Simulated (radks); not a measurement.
Q: S+, 15 electrons, occupied as [Ne] 3p3 3d2 (not the ground configuration). Method: non-relativistic Kohn-Sham, revTPSS, spin-polarised, spherical densities, point nucleus; open shells are filled with parallel spins first; meta-GGA in the generalised Kohn-Sham scheme; computed with a radial shooting solver on a logarithmic mesh with Libxc functionals. Some entries of the table are withheld. Estimate them.

orbital,occ.,eigenvalue (eV),r(max) (bohr),<r> (bohr)
1s up,1,-2429.157,0.06370,0.09715
1s down,1,-2428.689,0.06369,0.09714
2s up,1,-232.4926,0.3883,(1)
2s down,1,-231.8443,0.3885,(2)
2p up,3,-177.1878,0.3256,(3)
2p down,3,-176.2868,0.3260,(4)
3s up,0,-33.8946,1.371,1.586
3p up,3,-22.4662,1.495,1.772
3d up,2,(5),1.857,2.480
4p up,0,-4.4206,4.788,5.439

A: 
(1) 2s up <r> (bohr): 0.4789
(2) 2s down <r> (bohr): 0.4782
(3) 2p up <r> (bohr): 0.4420
(4) 2p down <r> (bohr): 0.4411
(5) 3d up eigenvalue (eV): -7.4733
